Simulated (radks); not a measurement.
Results of a calculation; reference values are marked as such.
The caesium anion Cs-, [Xe] 6s2, held by a Watson sphere: a shell of charge +1 at radius R that stands for the Madelung well of a crystal (potential energy -1/R inside, -1/r outside, in hartree with lengths in bohr). Level of theory: scalar-relativistic Kohn-Sham, PBEsol, spin-unpolarised, spherical densities, finite nucleus; Fermi nuclear charge, rms radius of each element as measured or else 0.836 A^(1/3) + 0.57 fm (a radial shooting solver on a logarithmic mesh with Libxc functionals). Response by self-consistent Sternheimer equations with the Hartree and adiabatic LDA kernel, the relativistic mass of each level held fixed and spin-orbit coupling left out. The sphere does not respond.

R (bohr),e(5s) (eV),e(5p) (eV),e(6s) (eV),<r> 6s (bohr),sum of <r^2> (bohr^2),X-ray form factor at sin(theta)/lambda = 0.3 1/angstrom,alpha (bohr^3)
2.75,-29.370,-16.152,-3.172,4.886,105.0,37.940,262.7
4.37,-27.109,-13.936,-2.993,5.216,113.2,37.941,325.8
5.02,-26.697,-13.509,-2.850,5.427,118.1,37.936,379.2
5.09,-26.662,-13.472,-2.833,5.450,118.6,37.935,385.6
5.14,-26.638,-13.447,-2.822,5.467,119.0,37.935,390.3
5.66,-26.426,-13.225,-2.698,5.640,123.3,37.932,442.3
